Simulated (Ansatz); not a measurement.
Frontier orbitals of `[F][Al]([Cl])[GeH3]`.

```csv
atom,x (Å),y (Å),z (Å)
F1,-1.488,-0.047,-2.156
Al2,-0.143,-0.408,-1.283
Cl3,1.334,-1.526,-2.246
Ge4,0.049,0.364,1.038
H5,-1.111,-0.188,1.883
H6,-0.014,1.899,1.096
H7,1.373,-0.094,1.667
```

Charge 0, multiplicity 1. Correlated methods include outer-core shells of Ge, which these sets cover unevenly. Scalar relativity is left out up to krypton. The structure was optimised at the PBE0-D4/def2-TZVP level. Basis def2-TZVPP, Ansatz 0.2.0.

| functional | HOMO (eV) | LUMO (eV) | gap (eV) |
| --- | --- | --- | --- |
| PBE | -7.30 | -2.30 | 5.00 |
| PBE0 | -8.44 | -1.58 | 6.86 |
| B3LYP | -8.23 | -1.76 | 6.47 |
| r2SCANh | -7.99 | -1.84 | 6.15 |
| r2SCAN0 | -8.61 | -1.46 | 7.15 |
| HSE06 (plane-wave form) | -8.04 | -1.95 | 6.09 |
| ωB97X-V | -10.66 | 0.37 | 11.03 |
| ωB97M-V | -10.44 | 0.13 | 10.57 |

From PBE to PBE0 the HOMO moves by −1.14 eV and the LUMO by +0.73 eV, and with ωB97M-V by −3.14 and +2.44 eV, so the gap grows from 5.00 to 10.57 eV with exact exchange. A positive LUMO is unbound and depends on the basis.

B3LYP here is the variant with VWN-RPA as its local correlation; programs differ in this.
